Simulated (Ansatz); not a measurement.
Calculated with Ansatz (gas phase, PBE0-D4/def2-TZVP geometries, no zero-point term in ΔE). CCSD(T)/CBS is the MP2 limit (def2-TZVPP, def2-QZVPP) plus CCSD(T) − MP2 in def2-TZVPP, frozen cores. Functionals use def2-TZVPP. B3LYP here is the variant with VWN-RPA as its local correlation; programs differ in this. For Ge outer-core shells are correlated without core-valence functions, which leaves a few kJ/mol of doubt a bond. Scalar relativity is left out up to krypton. One conformer a species, not always the lowest.

Reaction (redistribution): `C=C=C[SiH2]C` + `O[BH][GeH3]` → `C[SiH2]BO` + `C=C=[CH][GeH3]`

`C=C=C[SiH2]C`:

Cartesian coordinates in Å:
```
C 1.993 0.880 1.149
C 1.495 0.414 0.041
C 0.953 -0.058 -1.043
Si -0.844 -0.562 -1.091
C -1.658 -0.270 0.561
H 1.979 1.942 1.367
H 2.448 0.220 1.880
H 1.570 -0.156 -1.935
H -0.927 -1.999 -1.475
H -1.528 0.216 -2.163
H -2.709 -0.567 0.527
H -1.163 -0.846 1.345
H -1.608 0.786 0.836
```

`O[BH][GeH3]`:

```xyz
8

O    -0.239   -0.316    1.809
B     0.454   -0.411    0.657
Ge   -0.338    0.446   -1.055
H     0.194   -0.738    2.557
H     1.512   -0.987    0.642
H    -1.697    1.130   -0.829
H     0.634    1.498   -1.627
H    -0.520   -0.620   -2.154
```

`C[SiH2]BO`:

Z-matrix (Å, degrees):
```
C
Si 1 1.877
H 1 1.092 2 110.6
H 1 1.092 2 110.5 3 119.2
H 1 1.092 2 111.4 3 -120.4
B 2 2.027 1 113.8 3 -59.9
H 2 1.495 1 110.0 3 62.1
H 2 1.495 1 110.0 3 178.3
O 6 1.354 2 118.7 1 -0.7
H 6 1.207 2 122.5 1 179.4
H 9 0.962 6 113.7 2 -179.9
```

`C=C=[CH][GeH3]`:

```xyz
10

C     2.147    0.417   -0.393
C     0.859    0.344   -0.565
C    -0.429    0.255   -0.700
Ge   -1.547   -0.485    0.706
H     2.604    1.297    0.047
H     2.799   -0.396   -0.693
H    -0.896    0.603   -1.618
H    -0.648   -0.920    1.870
H    -2.334   -1.691    0.164
H    -2.554    0.576    1.183
```

```json
{"level": "PBE-D4", "ΔE (kcal/mol)": "7.4", "difference from CCSD(T)/CBS": "-0.4"}
{"level": "r2SCAN-D4", "ΔE (kcal/mol)": "8.2", "difference from CCSD(T)/CBS": "0.4"}
{"level": "PBE0-D4", "ΔE (kcal/mol)": "7.5", "difference from CCSD(T)/CBS": "-0.3"}
{"level": "B3LYP-D4", "ΔE (kcal/mol)": "7.8", "difference from CCSD(T)/CBS": "0.0"}
{"level": "ωB97X-V", "ΔE (kcal/mol)": "7.3", "difference from CCSD(T)/CBS": "-0.5"}
{"level": "ωB97M-V", "ΔE (kcal/mol)": "8.3", "difference from CCSD(T)/CBS": "0.5"}
{"level": "B2PLYP", "ΔE (kcal/mol)": "7.4", "difference from CCSD(T)/CBS": "-0.4"}
{"level": "PBE", "ΔE (kcal/mol)": "7.0", "difference from CCSD(T)/CBS": "-0.8"}
{"level": "r2SCAN", "ΔE (kcal/mol)": "8.1", "difference from CCSD(T)/CBS": "0.3"}
{"level": "PBE0", "ΔE (kcal/mol)": "7.2", "difference from CCSD(T)/CBS": "-0.6"}
{"level": "B3LYP", "ΔE (kcal/mol)": "7.3", "difference from CCSD(T)/CBS": "-0.5"}
{"level": "HF/def2-TZVPP", "ΔE (kcal/mol)": "6.7", "difference from CCSD(T)/CBS": "-1.1"}
{"level": "MP2/def2-TZVPP", "ΔE (kcal/mol)": "7.6", "difference from CCSD(T)/CBS": "-0.2"}
{"level": "SCS-MP2/def2-TZVPP", "ΔE (kcal/mol)": "7.1", "difference from CCSD(T)/CBS": "-0.7"}
{"level": "CCSD/def2-TZVPP", "ΔE (kcal/mol)": "7.1", "difference from CCSD(T)/CBS": "-0.7"}
{"level": "CCSD(T)/def2-TZVPP", "ΔE (kcal/mol)": "7.1", "difference from CCSD(T)/CBS": "-0.7"}
{"level": "HF/def2-QZVPP", "ΔE (kcal/mol)": "6.8", "difference from CCSD(T)/CBS": "-1.0"}
{"level": "MP2/def2-QZVPP", "ΔE (kcal/mol)": "8.1", "difference from CCSD(T)/CBS": "0.3"}
{"level": "SCS-MP2/def2-QZVPP", "ΔE (kcal/mol)": "7.5", "difference from CCSD(T)/CBS": "-0.3"}
{"level": "HF/CBS(def2)", "ΔE (kcal/mol)": "6.8", "difference from CCSD(T)/CBS": "-1.0"}
{"level": "MP2/CBS(def2)", "ΔE (kcal/mol)": "8.4", "difference from CCSD(T)/CBS": "0.6"}
{"level": "CCSD/CBS(def2)", "ΔE (kcal/mol)": "7.8", "difference from CCSD(T)/CBS": "0.0"}
{"level": "CCSD(T)/CBS", "ΔE (kcal/mol)": "7.8", "difference from CCSD(T)/CBS": "0"}
```

Largest T1 diagnostic among the species: 0.013.
